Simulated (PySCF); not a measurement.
C₉H₁₇B.
Atom-mapped SMILES: `[CH2:1]=[C:2]1[CH2:3][CH2:4][CH2:5][C@@H:6]([B:7]([CH3:8])[CH3:9])[CH2:10]1` (hydrogens: H11, H12 on C1; H13, H14 on C3; H15, H16 on C4; H17, H18 on C5; H19 on C6; H20, H21, H22 on C8; H23, H24, H25 on C9; H26, H27 on C10)

Computed with PBE0-D3(BJ)/def2-SVP geometry optimisation, gas phase (PySCF).

(1) Give the optimised bond lengths and angles.

Results:

(1) 
```csv
bond,length (Å)
C1=C2,1.337
C2–C3,1.503
C3–C4,1.530
C4–C5,1.525
C5–C6,1.529
C6–B7,1.584
"B7–C8, B7–C9",1.572
C6–C10,1.550
C2–C10,1.504
C1–H11,1.094
C1–H12,1.094
C3–H13,1.107
C3–H14,1.101
C4–H15,1.102
C4–H16,1.104
C5–H17,1.103
C5–H18,1.105
C6–H19,1.107
C8–H20,1.109
C8–H21 and 4 like bonds,1.102
C10–H26,1.101
C10–H27,1.108
```

Bonds in one row agree within 0.01 Å and their mean is given. A selection of angles:
```csv
angle,degrees
C2–C1–H11,121.5
C2–C1–H12,121.2
H11–C1–H12,117.2
C1–C2–C3,123.1
C1–C2–C10,122.7
C3–C2–C10,114.2
C2–C3–C4,111.1
C2–C3–H13,108.6
C2–C3–H14,110.6
C4–C3–H13,108.4
C4–C3–H14,111.1
H13–C3–H14,106.9
C3–C4–C5,111.2
C3–C4–H15,110.0
C3–C4–H16,108.9
C5–C4–H15,110.6
C5–C4–H16,109.3
H15–C4–H16,106.7
C4–C5–C6,112.1
C4–C5–H17,110.0
C4–C5–H18,109.0
C6–C5–H17,110.2
C6–C5–H18,109.4
H17–C5–H18,105.9
C5–C6–B7,117.1
C5–C6–C10,109.9
C5–C6–H19,108.5
B7–C6–C10,106.3
B7–C6–H19,108.6
C10–C6–H19,105.9
C6–B7–C8,119.0
C8–B7–C9,121.0
B7–C8–H20,104.8
B7–C8–H21,114.3
B7–C8–H22,115.0
H20–C8–H21,105.7
H21–C8–H22,109.9
B7–C9–H24,109.8
H23–C9–H24,108.4
C6–C10–H26,111.0
C6–C10–H27,108.7
C2–C10–C6,111.5
C2–C10–H26,110.2
C2–C10–H27,108.5
```

Torsions: C1–C2–C3–C4 -125° (anticlinal); C2–C3–C4–C5 -53° (synclinal); C3–C4–C5–C6 56° (synclinal); C4–C5–C6–B7 -177° (antiperiplanar); C5–C6–B7–C8 -155° (antiperiplanar); C5–C6–C10–C2 53° (synclinal); C1–C2–C10–C6 125° (anticlinal).

The 6-membered ring C2–C3–C4–C5–C6–C10 has internal angles of 109.9° to 114.2° (sum 670°, against 720° for a flat polygon); it is puckered, 0.23 Å rms from its mean plane, widest ring torsion 56°. Of the pairs four or more bonds apart, C9···H18 is among the closest relative to their van der Waals radii: 2.82 Å, 97 % of the sum of Bondi's values. The C–C distances run from 1.337 Å (C1=C2, drawn double) to 1.550 Å (C6–C10, drawn single), a spread of 0.213 Å. B7 (three-coordinate boron) is planar (angles 121.0°, 120.1° and 119.0°, sum 360.0°, 0.00 Å off the plane of its three neighbours).

Point group: C1 (no symmetry element, even within 0.4 Å). PBE0-D3(BJ)/def2-SVP frequencies: not computed here. The numbers are those of one conformer.

On an Arm Neoverse N1 with one thread, no GPU, on a shared host, this took 7.8 min wall and 0.97 GiB of memory at its peak. These figures are those of the optimisation.
